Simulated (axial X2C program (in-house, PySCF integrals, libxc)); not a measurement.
Worked dissociation energy of MnI⁺: MP2, without spin–orbit coupling

All values were computed with an axial X2C code built on PySCF integrals. Spin-free means the one-electron spin-free X2C Hamiltonian. Basis: I dyall-cv3z [11s12p8d4f1g], Mn dyall-cv3z [9s10p6d3f2g] (cores contracted in-house); Gaussian nuclei, density fitting, unrestricted open shells. Masses: I 126.904 u, Mn 54.938 u.

Molecular state: M_S = 5/2, Λ = 0 (beyond evenly filled blocks: σα, π+α, π-α, δ+α, δ-α).

Correlated methods: 13 electrons correlated (number of frozen shells: I 4 s, 3 p, 2 d; Mn 3 s, 2 p), 311 virtual spin orbitals or spinors in MP2.

```
E(I) (2M_S = 1, M_L = 0)   : -7112.875382 hartree
E(Mn+) (2M_S = 6, M_L = 0) : -1157.274092 hartree
E(MnI⁺) at Re              : -8270.222164 hartree
ωe                         : 295.5 cm⁻¹
ωexe                       : 0.209 cm⁻¹
```

Q: Work out De and D0.

A: De = -7112.875382 + (-1157.274092) − (-8270.222164) = 0.07269 hartree = 1.978 eV. The zero-point energy is ωe/2 − ωexe/4 = 148 cm⁻¹ = 0.018 eV, so D0 = 1.960 eV.

The state is one determinant whose occupation by symmetry is held fixed; it was picked as the lowest of a PBE0 search that is not exhaustive. De is counted from the lowest determinant-based energies of the atoms at the same level, without counterpoise correction. The determinant is spin-polarised beyond a pure state at some levels (its spin-free form has ⟨S²⟩ too high), which makes Re and μ there less reliable. Spin-free De lacks the spin–orbit lowering of the heavy p-block atom, a tenth of an eV or more for 4p and 5p, up to an eV for 6p and one to two eV for 7p atoms, less what an open-shell molecule gains itself.

Each atomic determinant is the lowest at this level and need not be a pure term. Totals compare only within one Hamiltonian and basis.
